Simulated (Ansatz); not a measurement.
Basis-set extrapolation for `C[SiH](F)Cl` (PBE0-D4/def2-TZVP geometry, frozen core, Ansatz). Multiplicity 1, RHF reference.

|  | def2-TZVPP | def2-QZVPP |
| --- | --- | --- |
| HF | -888.294440 | -888.323380 |
| MP2 correlation | -0.736462 | -0.801884 |
| CCSD(T) correlation | -0.803320 | not run |

Energies in hartree. Use E(X) = E(∞) + A·exp(−7.88·√X) for Hartree–Fock and E(X) = E(∞) + B·X^(−2.97) for correlation, with X = 3 and 4, and add CCSD(T) minus MP2 of the smaller set to the MP2 limit.

Problem. What is the CCSD(T) energy at the basis-set limit?

Solution. HF limit: -888.323380 + (-0.028940) × 0.13774 = -888.32737. MP2 limit: -0.801884 + (-0.065422) × 0.74074 = -0.85034. Higher-order term: -0.803320 − (-0.736462) = -0.06686. Total: -889.24457 hartree, 385.4 kJ/mol below CCSD(T)/def2-TZVPP.
